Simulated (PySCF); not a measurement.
Species: C₉H₁₉N.
Structure used (PBE0-D3(BJ)/def2-SVP), in Å, numbered top down from 1:
```xyz
29
C9H19N angstrom
C     -2.1589    0.7640   -1.1425
C     -1.8579   -0.3604   -0.1529
C     -2.2349    0.0866    1.2582
C     -2.6385   -1.6172   -0.5332
C     -0.3543   -0.6936   -0.1954
N      0.5006    0.4278    0.1521
C      1.3841    0.9008   -0.8988
C      2.6997    0.0975   -0.7623
C      2.6685   -0.4224    0.6888
C      1.3943    0.2159    1.2760
H     -1.5610    1.6553   -0.8998
H     -1.9222    0.4611   -2.1759
H     -3.2237    1.0444   -1.1107
H     -1.6278    0.9555    1.5539
H     -3.2977    0.3705    1.3142
H     -2.0628   -0.7190    1.9911
H     -2.3749   -1.9602   -1.5471
H     -2.4319   -2.4437    0.1662
H     -3.7237   -1.4293   -0.5162
H     -0.1124   -1.0722   -1.2071
H     -0.1723   -1.5406    0.4922
H      0.9074    0.8038   -1.8843
H      1.5836    1.9756   -0.7436
H      2.7276   -0.7369   -1.4791
H      3.5804    0.7236   -0.9692
H      2.5851   -1.5202    0.7060
H      3.5709   -0.1609    1.2613
H      0.9111   -0.3889    2.0566
H      1.6372    1.1933    1.7299
```

Computed at PBE0/pcSseg-1 (PySCF, non-relativistic), with Q(14N) = 0.02044 b: N6, 14N (I = 1): χzz = -6.269 MHz, η = 0.022.

Problem. Where would the pure quadrupole (NQR) lines of 14N at N6 fall for the rigid, isolated species?

Solution. From ν± = (3/4)|χ|(1 ± η/3) and ν0 = |χ|η/2: ν+ 4.736 MHz, ν− 4.668 MHz, ν0 0.068 MHz (tertiary amine nitrogen).

In a crystal, neighbours and librations shift these lines. The basis is small and wasn't made for field gradients, so the couplings can be 20 % off.

The run behind these numbers computed NMR shieldings as well. Time: 97 s. Hardware: one thread, x86-64 server, no GPU, on a shared host.

One conformer stands for the species.
